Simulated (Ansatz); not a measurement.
Geometry optimisation, DFT PBEsol, scalar-relativistic, plane waves, PAW (Ansatz 0.2.0).

The input (input.yaml):

```yaml
crystal:
  lattice:
    - [11.18, 0.0, 0.0]
    - [0.0, 11.18, 0.0]
    - [0.0, 0.0, 11.18]
  atoms:
    - { symbol: Rb, position: [0.0, 0.0, 0.0] }
    - { symbol: Rb, position: [0.5, 0.0, 0.0] }
    - { symbol: Rb, position: [0.0, 0.5, 0.0] }
    - { symbol: Rb, position: [0.0, 0.0, 0.5] }
    - { symbol: Rb, position: [0.25, 0.25, 0.25] }
    - { symbol: Rb, position: [0.5, 0.5, 0.0] }
    - { symbol: Rb, position: [0.5, 0.0, 0.5] }
    - { symbol: Rb, position: [0.75, 0.25, 0.25] }
    - { symbol: Rb, position: [0.0, 0.5, 0.5] }
    - { symbol: Rb, position: [0.25, 0.75, 0.25] }
    - { symbol: Rb, position: [0.25, 0.25, 0.75] }
    - { symbol: Rb, position: [0.5, 0.5, 0.5] }
    - { symbol: Rb, position: [0.75, 0.75, 0.25] }
    - { symbol: Rb, position: [0.75, 0.25, 0.75] }
    - { symbol: Rb, position: [0.25, 0.75, 0.75] }
    - { symbol: Rb, position: [0.75, 0.75, 0.75] }
    - { symbol: H, position: [0.8822634, 0.0046215, 0.2476021] }
basis:
  ecutwfc: 420.0
kpoints:
  mp_grid: { grid: [2, 2, 2] }
hamiltonian:
  xc: pbesol
scf:
  occupations: { method: fermi_dirac, width: 0.15 }
  lower_state_search: "off"
relax:
  f_tol: 0.03
  max_steps: 60
  adjacent_minimum: "off"
output:
  write_density: true
  write_potential: true
  elf: true
  volumetric_format: npy
```

Run as:

```bash
$ ansatz run input.yaml --threads 4 --pin off --max-ram 10240MiB --backend cpu --events-out ev --progress --plain --runs-dir out
```

Where does it end, and by what steps?

It converged. The force dipped under the threshold on the way, but the program's further checks kept it going. Limits of this set-up: coarse k mesh, odd electron count without spin. After 5 steps the energy has fallen by 0.202 eV; Rb4 moved furthest, 0.41 Å.

| step | energy less start (eV) | largest force component (eV/Å) | accepted |
| --- | --- | --- | --- |
| 0 | 0.0000 | 0.220 | yes |
| 1 | -0.0564 | 0.191 | yes |
| 2 | -0.1644 | 0.077 | yes |
| 3 | -0.1772 | 0.064 | yes |
| 4 | -0.1949 | 0.009 | yes |
| 5 | -0.2017 | 0.015 | yes |

```xyz
17
Lattice="11.1800 0.0000 0.0000 0.0000 11.1800 0.0000 0.0000 0.0000 11.1800" Properties=species:S:1:pos:R:3
Rb 0.044 0.002 0.409
Rb 5.361 0.004 -0.177
Rb -0.147 5.593 0.176
Rb 0.044 0.002 5.179
Rb 3.031 2.981 2.793
Rb 5.820 5.593 -0.100
Rb 5.362 0.004 5.762
Rb 8.354 2.392 2.794
Rb -0.147 5.593 5.410
Rb 3.030 8.208 2.793
Rb 2.582 2.907 8.383
Rb 5.820 5.593 5.686
Rb 8.350 8.789 2.794
Rb 8.537 2.618 8.384
Rb 2.582 8.280 8.383
Rb 8.537 8.569 8.384
H 9.782 0.003 2.793
```

The run took 64 s on 4 threads of Intel(R) Xeon(R) Platinum 8488C (Sapphire Rapids), with other jobs on the host, peak memory 3 GiB.
